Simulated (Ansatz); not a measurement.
Ansatz (a quantum-chemistry and plane-wave program) input (X2C-CCSD(T)/cc-pVTZ-DK):

Ansatz 0.2 input:
```yaml
crystal:
  periodic: [false, false, false]
  atoms:
    - {symbol: C, position_ang: [0.65621067, -0.39687436, -0.52853236]}
    - {symbol: O, position_ang: [1.45421775, -0.89632698, -1.19815755]}
    - {symbol: C, position_ang: [-0.22869355, 0.23702582, 0.34198040]}
    - {symbol: O, position_ang: [0.27629136, 0.80648481, 1.33365768]}
    - {symbol: C, position_ang: [-1.69940992, 0.18755114, 0.02569503]}
    - {symbol: H, position_ang: [-1.90612884, -0.36571321, -0.89199072]}
    - {symbol: H, position_ang: [-2.22863414, -0.28754463, 0.85369269]}
    - {symbol: H, position_ang: [-2.07795303, 1.20577954, -0.08056141]}
basis:
  gaussian:
    orbitals: cc-pVTZ-DK
magnetization: {spin_polarized: true, initial_magnetization: 1}
correlation: {method: ccsd_t, electrons: outside_noble_gas}
```

Output:

```
Functional definition: HF
integrals: 1.20 GiB planned
1132 factors; integrals over basis functions are off by at most 1.2e-3 eV
mean field: 0.79 GiB planned
mean field evaluation 1: about -7213.1699 eV, gradient 3.3e1 eV
mean field evaluation 2: about -7213.1730 eV, gradient 3.3e1 eV
mean field evaluation 4: about -7217.8028 eV, gradient 4.0e0 eV
mean field evaluation 8: about -7218.1152 eV, gradient 6.3e-1 eV
mean field evaluation 16: about -7218.1361 eV, gradient 1.0e-5 eV
mean field evaluation 32: about -7216.0738 eV, gradient 1.5e0 eV
mean field evaluation 64: about -7216.2830 eV, gradient 5.1e-1 eV
mean field evaluation 96: about -7214.7883 eV, gradient 1.1e-2 eV
mean field -7218.13614634 eV, -265.2616107498 hartree, gradient 2.0e-6 eV, S^2 0.841088; 3 other end points of the search recorded, 0 dependent functions left out
determinant -7218.13614634 eV, -265.2616107498 hartree, with singles and doubles -7243.58958663 eV, -266.1970074274 hartree
determinant -7216.30898240 eV, -265.1944637134 hartree, with singles and doubles -7241.68690252 eV, -266.1270850758 hartree
determinant -7216.10537435 eV, -265.1869812554 hartree, with singles and doubles -7241.14047340 eV, -266.1070041760 hartree
determinant -7214.78830710 eV, -265.1385799266 hartree, with singles and doubles -7239.02557707 eV, -266.0292831696 hartree
5 core orbitals not correlated
reference -7218.13614634 eV, -265.2616107498 hartree; 14, 13 occupied and 173, 174 virtual orbitals, 1132 factors
second order -24.67033468 eV of doubles, -0.00000000 eV of singles
coupled cluster: 3.88 GiB planned
cycle   1  -25.22665432 eV  change    -2.3e0 eV  update   2.8e-2
cycle   2  -25.29860996 eV  change   -7.2e-2 eV  update   6.8e-3
cycle   3  -25.29328869 eV  change    5.3e-3 eV  update   3.6e-3
cycle   4  -25.29648781 eV  change   -3.2e-3 eV  update   2.0e-3
cycle   5  -25.29890883 eV  change   -2.4e-3 eV  update   1.1e-3
cycle   6  -25.29999879 eV  change   -1.1e-3 eV  update   5.0e-4
cycle   7  -25.30047104 eV  change   -4.7e-4 eV  update   1.9e-4
cycle   8  -25.30059826 eV  change   -1.3e-4 eV  update   9.3e-5
cycle   9  -25.30056581 eV  change    3.2e-5 eV  update   4.1e-5
cycle  10  -25.30053150 eV  change    3.4e-5 eV  update   1.9e-5
cycle  11  -25.30053654 eV  change   -5.0e-6 eV  update   9.5e-6
coupled cluster: 3.91 GiB planned
perturbative correction -1.18945876 eV, -0.0437118033 hartree
Total energy: -7244.62614165 eV, -266.2351001216 hartree
Relativity: scalar
```

It need not be the lowest isomer of its formula.
